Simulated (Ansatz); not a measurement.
Cost and result for the atomization energy of H4NSSb, SMILES `[NH2][SbH][SH]` (7 atoms, 6 bonds).

Charge 0, multiplicity 1. Correlated methods include outer-core shells of Sb, which these sets cover unevenly. Sb takes the def2 core potential. The structure was optimised at the PBE0-D4/def2-TZVP level. It is one conformer, not always the lowest. Program: Ansatz. All runs use 2 threads of an Arm Neoverse V1 on a shared host. Times are those of one run each, without the atoms' runs, and a repeat can differ threefold. Electronic energies, without spin–orbit coupling; frozen cores. CCSD(T)/CBS adds CCSD(T) − MP2 in def2-TZVPP to the MP2 limit, and its time is that of the two runs behind it. T1 = 0.013. With those shells the extrapolation isn't a true limit. B3LYP takes the VWN-RPA correlation (the form of Gaussian; ORCA's B3LYP/G).

CCSD(T)/CBS is a level of theory with its own doubt, some kJ/mol a heavy atom from the limit and from the frozen cores, so smaller differences don't rank the functionals.

```csv
level,functions,wall time,atomization (kJ/mol),difference from CCSD(T)/CBS,per bond
LDA (SPW92)/def2-TZVPP,179,1.4 s,2255.4,326.7,54.5
BLYP-D4/def2-TZVPP,179,2.4 s,1955.1,26.4,4.4
CCSD(T)/def2-SVP,78,3.5 s,1673.6,-255.1,-42.5
BHLYP-D4/def2-TZVPP,179,3.6 s,1851.1,-77.6,-12.9
CAM-B3LYP-D4/def2-TZVPP,179,3.7 s,1927.6,-1.1,-0.2
B3LYP-D4/def2-TZVPP (with forces),179,5.5 s,1937.2,8.5,1.4
r2SCANh-D4/def2-TZVPP,179,6.5 s,1884.3,-44.4,-7.4
ωB97X-V/def2-TZVPP,179,9.5 s,1947.2,18.5,3.1
B97M-V/def2-TZVPP,179,11 s,1950.7,22.0,3.7
ωB97M-V/def2-TZVPP (with forces),179,14 s,1926.5,-2.2,-0.4
MP2/def2-QZVPP,329,17 s,1883.9,-44.8,-7.5
CCSD(T)/def2-TZVPP,179,88 s,1838.1,-90.6,-15.1
CCSD(T)/CBS(def2),–,110 s,1928.7,0.0,0.0
```

From PBE to PBE0 (25 % exact exchange), in def2-TZVPP and without D4, the atomization energy moves by −60.1 kJ/mol: exact exchange takes away binding that semilocal exchange gives to molecules. The D4 term adds +25.7 kJ/mol with B3LYP and +13.2 kJ/mol with PBE0; it sums over pairs of atoms, weighted by their polarisabilities, and B3LYP, whose exchange is more repulsive, gets the larger term. At CCSD(T), def2-SVP lies −255.0 kJ/mol from the extrapolated value and def2-TZVPP −90.6 kJ/mol: correlation converges slowly with the basis, and small sets miss more of it in the bonded molecule than in its fragments.
